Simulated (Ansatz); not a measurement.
Basis-set series for CH5PZn (`[CH3][Zn][PH2]`). The species carries charge 0 and has multiplicity 1. Geometry: relaxed with PBE0-D4/def2-TZVP. It is one conformer, not always the lowest.

```tsv
functional	basis	functions	energy (Eh)	HOMO (eV)	LUMO (eV)
PBE0-D4	def2-TZVPP	207	-2161.46506	-6.79	-0.45
PBE0-D4	def2-QZVPP	377	-2161.52180	-6.80	-0.51
ωB97M-V	def2-TZVPP	207	-2161.73769	-8.83	0.97
ωB97M-V	def2-QZVPP	377	-2161.79250	-8.84	0.62
```

Q: Give the rows for def2-SVP. (Best estimate.)

A: The calculation gave: 
| functional | basis | functions | energy (Eh) | HOMO (eV) | LUMO (eV) |
| --- | --- | --- | --- | --- | --- |
| PBE0-D4 | def2-SVP | 88 | -2161.04312 | -6.66 | 0.11 |
| ωB97M-V | def2-SVP | 88 | -2161.31264 | -8.67 | 1.43 |

Positive LUMOs are unbound and depend on the basis. Scalar relativity is left out up to krypton.

All numbers were calculated with Ansatz.
